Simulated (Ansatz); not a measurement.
Computed with Ansatz on PBE0-D4/def2-TZVP structures; ΔE is electronic, products minus reactants. CBS: MP2 limit from def2 TZ/QZ plus the TZ coupled-cluster correction, frozen cores. DFT in def2-TZVPP. def2 core potentials past Kr. For Ge, Te outer-core shells are correlated without core-valence functions, which leaves a few kJ/mol of doubt a bond. Scalar relativity is left out up to krypton. One conformer a species, not always the lowest.

Reaction (ligand exchange at the Si–Te bond): `N[SiH2][TeH]` + `[SH][GeH3]` → `N[SiH2][S][GeH3]` + H₂Te

```tsv
level	ΔE (kcal/mol)	difference from CCSD(T)/CBS
B97M-V	-3.7	-2.0
BHLYP-D4	-2.0	-0.3
CAM-B3LYP-D4	-2.2	-0.5
ωB97M-V	-2.3	-0.6
PBE-QIDH	-1.6	0.1
CCSD/def2-SVP	-1.6	0.1
HF/def2-TZVPP	-1.5	0.2
CCSD/def2-TZVPP	-2.3	-0.6
SCS-MP2/def2-QZVPP	-1.7	0.0
HF/CBS(def2)	-1.3	0.4
CCSD(T)/CBS	-1.7	0
```

**Question.** What do rigid-rotor, harmonic-oscillator terms from PBE0-D4/def2-TZVP frequencies (298.15 K, 1 bar) make of the CCSD(T)/CBS value? (Best estimate.)

**Answer.** Computed: ΔZPE = -1.1 kcal/mol, ΔH = -2.4 kcal/mol, ΔS = -2 J/(mol·K), ΔG = -2.2 kcal/mol. Modes under 50 cm⁻¹ make the entropy rough.

Largest T1 diagnostic among the species: 0.011.

The D4 term adds −1.0 kcal/mol with B3LYP and −0.6 kcal/mol with PBE0; it sums over pairs of atoms, weighted by their polarisabilities, and B3LYP, whose exchange is more repulsive, gets the larger term. Leaving LDA and LC-ωPBE aside and taking each functional with its dispersion term where it has one, the values, not all of them listed here, spread over 2.7 kcal/mol, from B97M-V to PBE-D4. LDA lies −1.2 kcal/mol from PBE without D4. From BLYP to BHLYP (50 % exact exchange), in def2-TZVPP and without D4, ΔE moves by −1.2 kcal/mol.

B3LYP here is the variant with VWN-RPA as its local correlation; programs differ in this.
